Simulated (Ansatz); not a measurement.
Consider the substitution at a C–C bond: `B/C=C(\F)C=C` + HCl → `B/C=C(\F)Cl` + `C=C`.

Program: Ansatz. Geometries: PBE0-D4/def2-TZVP. ΔE: electronic, gas phase. CCSD(T)/CBS adds triple-zeta CCSD(T) − MP2 to the extrapolated MP2 energy (def2 sets, frozen cores). This one scheme is used for every species. Double bonds are as drawn, so ΔE can hold a change between cis and trans. Functionals use def2-TZVPP. B3LYP here is the variant with VWN-RPA as its local correlation; programs differ in this. One conformer a species, not always the lowest.

Is it downhill or uphill in electronic energy at CCSD(T)/CBS, and by how much? (An estimate is asked.)

The calculation gave: Uphill: ΔE = +62.2 kJ/mol.

What do these levels give: PBE-D4, r2SCAN-D4, B3LYP-D4, ωB97X-V, r2SCAN, HF/def2-TZVPP? (Estimate.)

Computed: PBE-D4 56.3, r2SCAN-D4 60.6, B3LYP-D4 61.6, ωB97X-V 56.7, r2SCAN 59.8, HF/def2-TZVPP 65.2 kJ/mol.

Largest T1 diagnostic among the species: 0.012.

From PBE to PBE0 (25 % exact exchange), in def2-TZVPP and without D4, ΔE moves by +5.1 kJ/mol. The D4 term adds +3.2 kJ/mol with B3LYP and +2.0 kJ/mol with PBE0; it sums over pairs of atoms, weighted by their polarisabilities, and B3LYP, whose exchange is more repulsive, gets the larger term.
